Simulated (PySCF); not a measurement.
## Telling isomers of C8H6ClN3 apart by NMR

Method: σ from GIAO-PBE0/pcSseg-1, coordinates at the GFN2-xTB level, in PySCF 2.14.0 with density-fitted response routines (in vacuum, equivalent nuclei averaged, one computed conformer, non-relativistic Hamiltonian).

δ = σ(ref) − σ, references computed at the same level: 1H (σref 31.72), 13C (σref 186.93) vs TMS. Where no couplings were computed, multiplicities follow the n + 1 count of equivalent neighbours, and m marks all less simple cases (inequivalent or close neighbours, rings, F or P nearby). Shifts are as computed. Against solution values, carbons near 30 ppm lie about +3 ppm off and those near 130 ppm about +5 ppm; carbons on Cl a further +6 ppm. Of 1211 compounds with measured shifts, 218 miss one by over three times the rms of a fit or turn the order of signals round; such compounds aren't used in these exercises. Carbons bonded to Cl come out too deshielded.

(1) Tabulate the signals of `Clc1ccc(-n2cnnc2)cc1`, `Clc1ccc(-n2nccn2)cc1` and their relative energies.

(2) What is the quickest way to tell Clc1ccc(-n2cnnc2)cc1 from Clc1ccc(-n2nccn2)cc1?

Answers

(1) 
```json
{"SMILES": "Clc1ccc(-n2cnnc2)cc1", "carbon types": "2×C 6×CH", "δC": "145.3, 143.2, 138.8, 137.0, 127.0", "δH": "8.20 (s, 2H), 7.79 (d, 2H), 7.61 (d, 2H)", "E rel. (kcal/mol)": "0.0"}
{"SMILES": "Clc1ccc(-n2nccn2)cc1", "carbon types": "2×C 6×CH", "δC": "144.7, 141.9, 140.2, 135.4, 125.0", "δH": "8.70 (d, 2H), 7.87 (s, 2H), 7.72 (d, 2H)", "E rel. (kcal/mol)": "0.7"}
```

Energies are electronic energies at PBE0/pcSseg-1 on these geometries, without zero-point or thermal terms, each for the one conformer computed, which needn't be the lowest.

(2) Both give the same number of carbon signals, with the same numbers of each carbon type, so the positions decide. The first has an aromatic carbon bearing nitrogen (C) at 138.8 ppm, the second an aromatic carbon bearing nitrogen (C) at 141.9 ppm. Their most deshielded carbons lie at 145.3 and 144.7 ppm. In the proton spectra the most deshielded non-exchanging signals are 8.20 (s, 2H) and 8.70 (d, 2H).
